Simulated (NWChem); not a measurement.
WSiH$_{8}$; SMILES [SiH3][WH5]

```xyz
10

W      0.4215     0.5007     0.1159
H      1.6169    -0.3686    -0.7315
H     -1.1488     0.0715    -0.2465
H     -0.4461     1.6537    -0.7884
H     -0.3723    -0.3665     1.2987
H      0.8111     0.9441     1.7131
Si    -0.1718    -1.8664    -0.2566
H     -1.4766    -2.3996     0.2481
H      0.9120    -2.7126     0.3618
H     -0.1454    -2.1174    -1.7430
```
Atoms are numbered in this order, from 1.

Level: PBE0/def2-SVP with def2 effective core potentials on W (NWChem), optimised geometry, unscaled harmonic frequencies. def2 effective core potentials on W; no spin-orbit coupling.

Task: List the harmonic frequencies with IR intensities, and the thermochemistry.

Result: 
| frequency (cm⁻¹) | IR intensity (km/mol) |
|---|---|
| 232 | 0.4 |
| 332 | 2.4 |
| 354 | 2.8 |
| 401 | 26.6 |
| 580 | 28.1 |
| 593 | 103.2 |
| 743 | 53.6 |
| 768 | 0.1 |
| 820 | 47.5 |
| 846 | 0.1 |
| 882 | 184.5 |
| 897 | 0.9 |
| 909 | 86.2 |
| 940 | 176.1 |
| 963 | 29.3 |
| 1072 | 43.5 |
| 2010 | 191.4 |
| 2015 | 178.0 |
| 2028 | 119.4 |
| 2095 | 20.9 |
| 2113 | 25.5 |
| 2153 | 93.0 |
| 2161 | 140.1 |
| 2213 | 125.4 |

```yaml
zero_point_energy: 40.2 kcal/mol
thermal correction to the enthalpy at 298.15 K (with zero-point energy): 44.1 kcal/mol
heat capacity Cv: 19.9 cal/(mol K)
entropy at 298.15 K and 1 atm (symmetry number 1): 74.5 cal/(mol K)
```

Rigid rotor and harmonic oscillator.
